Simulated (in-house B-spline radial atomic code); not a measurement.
Settings and results of a run for Au V (Au4+) (with a hole in an inner shell). Method: Dirac-Hartree-Fock, average of configuration, Fermi nucleus of rms radius 5.4371 fm. Calculated with a B-spline radial code for spherical atoms.

Command:
```bash
python run_scf.py task.json out
```
Settings (nuclear radius in fm, mass in u):
```
Z                79
configuration    2s2 2p6 3s2 3p6 3d10 4s2 4p6 4d10 4f14 5s2 5p6 5d9
hamiltonian      dirac
method           hf
spin_polarised   False
nucleus          fermi
rms_radius       5.4371
atomic_mass      196.96657
speed_of_light   137.035999084
```

Output (hartree, bohr):
```
 radial grid: 69 intervals, B-splines of order 8, outer radius 30.8511 bohr

 iter        energy (Eh)    residual
    1      -13001.570483    2.56e+00
    2      -13011.174061    5.93e-01
    3      -13017.517091    1.03e-01
    4      -13017.619544    3.60e-02
    5      -13017.625522    4.93e-03
    6      -13017.625910    2.86e-03
    7      -13017.626044    2.66e-04
    8      -13017.626045    2.87e-05
    9      -13017.626045    5.10e-06
   10      -13017.626045    1.28e-07

 total energy                    -13017.62605
 kinetic                           14459.1247
 electron-nucleus                 -33946.9731
 electron-electron                  6470.2224

 first-order corrections (not in the total)
   Gaunt                             8.0260
   retardation                      -0.7826
   frequency dependence             -0.0289
   self-energy                       4.0589
   Uehling                          -0.6651
   Wichmann-Kroll                    0.0291
   recoil                            0.0254

 orbital      occ     eigenvalue          <r>       <r^2>       <1/r>       r_max    small
 2s1/2      2.000      -558.6306    0.0691145  0.00571881     24.1161      0.0594  2.15e-02
 2p1/2      2.000      -543.0259     0.056385  0.00397511     24.1728     0.04324  2.17e-02
 2p3/2      4.000      -469.2770    0.0649408  0.00513379      19.591     0.05063  1.92e-02
 3s1/2      2.000      -137.4595     0.178747   0.0366967     8.89934       0.166  7.26e-03
 3p1/2      2.000      -128.5577     0.168113   0.0330036     8.84375      0.1538  7.24e-03
 3p3/2      4.000      -111.9498     0.183642   0.0391809     7.64946      0.1686  6.54e-03
 3d3/2      4.000       -94.9724      0.15952   0.0298813     7.55614      0.1309  6.44e-03
 3d5/2      6.000       -91.3414     0.164361   0.0315947     7.27734      0.1351  6.24e-03
 4s1/2      2.000       -33.3368     0.395427     0.17651     3.76083      0.3733  2.46e-03
 4p1/2      2.000       -29.1560     0.394911    0.177446     3.67051       0.369  2.38e-03
 4p3/2      4.000       -25.0675     0.426703     0.20691     3.27498      0.3985  2.13e-03
 4d3/2      4.000       -17.5928     0.432167    0.215778     3.08051        0.39  1.94e-03
 4d5/2      6.000       -16.7946     0.443015    0.226523     2.98351      0.3995  1.87e-03
 4f5/2      6.000        -6.9264      0.46117    0.254625      2.6334      0.3566  1.50e-03
 4f7/2      8.000        -6.7497     0.467402    0.261488      2.5961      0.3612  1.47e-03
 5s1/2      2.000        -7.1550     0.896865    0.900589     1.51988       0.823  6.12e-04
 5p1/2      2.000        -5.6153     0.951343     1.01902     1.41623      0.8586  5.45e-04
 5p3/2      4.000        -4.8629      1.03257     1.19972     1.27804      0.9294  4.71e-04
 5d3/2      3.600        -2.5309      1.26416     1.83133     1.02864       1.075  3.19e-04
 5d5/2      5.400        -2.4364        1.304     1.94797    0.992642       1.107  2.99e-04
```

Cost of the run: 1.4 s on 1 thread of Arm Neoverse V1, with other jobs on the host.

For the Dirac Hamiltonian the kinetic term is c α·p + (β - 1)c².
